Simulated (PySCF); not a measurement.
This PySCF input asks for the NMR shieldings of SMILES C([C@@H]1[C@H](CF)[SiH2]1)(F)=C(F)F, C$_{5}$H$_{6}$F$_{4}$Si; the geometry comes from GFN2-xTB.

```python
import basis_set_exchange as bse
import numpy as np
from pyscf import gto, dft
from pyscf.prop import nmr

atoms = """
F    -1.835106   -2.490262   -0.715124
C    -1.253434   -1.446525   -0.032694
C    -0.516192   -0.560908   -1.006913
Si    1.332393   -0.685956   -1.349223
C     0.275779    0.649761   -0.458292
C     0.415931    0.836775    0.977152
F     0.807984   -0.242497    1.698103
C     0.263427    1.984194    1.636345
F     0.474797    2.179121    2.934460
F    -0.121310    3.115889    1.043524
H    -0.599107   -1.896290    0.718211
H    -2.070135   -0.905425    0.462903
H    -1.172159   -0.281871   -1.826246
H     1.806773   -0.316016   -2.667469
H     2.130438   -1.518527   -0.474548
H     0.052319    1.587482   -0.951599
"""
names = dict.fromkeys(["F", "C", "Si", "H"], "pcSseg-1")
basis = {el: gto.basis.parse(bse.get_basis(n, elements=[el], fmt="nwchem")) for el, n in names.items()}
mol = gto.M(atom=atoms, basis=basis, charge=0, verbose=0)
mf = dft.RKS(mol, xc="PBE0")
mf.grids.level = 2
mf.grids.alignment = dft.numint.BLKSIZE   # the property module wants whole blocks of grid points
mf.conv_tol = 1e-9
mf.kernel()

calc = nmr.RKS(mf)   # GIAO
C = mf.mo_coeff
Co = C[:, mf.mo_occ > 0]
resp = mf.gen_response(singlet=True, hermi=2)
def vind(x):   # induced exchange potential for any number of trial vectors
    d = np.einsum("pi,xij,qj->xpq", C, 2 * x.reshape(-1, C.shape[1], Co.shape[1]), Co, optimize=True)
    return np.einsum("xpq,pi,qj->xij", resp(d - d.transpose(0, 2, 1)), C, Co, optimize=True).ravel()
mo1, _ = nmr.rhf.solve_mo1(calc, with_cphf=vind)
sigma = calc.kernel(mo1)
for i, s in enumerate(sigma):   # ppm
    print("%2d %-2s %9.2f" % (i, mol.atom_pure_symbol(i), np.trace(s) / 3))
```

Question: What does it print?

Answer: 
```
 0 F     417.96
 1 C     101.05
 2 C     167.32
 3 Si    483.51
 4 C     175.87
 5 C      48.03
 6 F     351.87
 7 C      19.14
 8 F     274.71
 9 F     302.09
10 H      26.80
11 H      26.37
12 H      29.83
13 H      28.61
14 H      28.56
15 H      29.60
```

These numbers come from an equivalent density-fitted implementation of the same equations, which agrees with the script to about 0.01 ppm for H and up to a few tenths of a ppm for heavy atoms, so last digits may differ.

Question: Turn these shieldings into chemical shifts. δ = σ(ref) − σ, references computed at the same level: 19F (σref 170.95) against CFCl3; 13C (σref 186.93), 29Si (σref 349.16), 1H (σref 31.72) against TMS.

Answer: Averaging equivalent atoms: F 8: -103.8; F 9: -131.1; F 6: -180.9; F 0: -247.0; C 7: 167.8; C 5: 138.9; C 1: 85.9; C 2: 19.6; C 4: 11.1; Si 3: -134.3; H 11: 5.35; H 10: 4.91; H 14: 3.15; H 13: 3.11; H 15: 2.12; H 12: 1.88 ppm. Unscaled 19F shifts against computed CFCl3 carry errors that often reach 10 to 50 ppm.

Size and cost of the density-fitted run: 207 basis functions, 71 s wall time on 1 thread of an Arm Neoverse N1, shared host; peak memory 0.94 GiB.
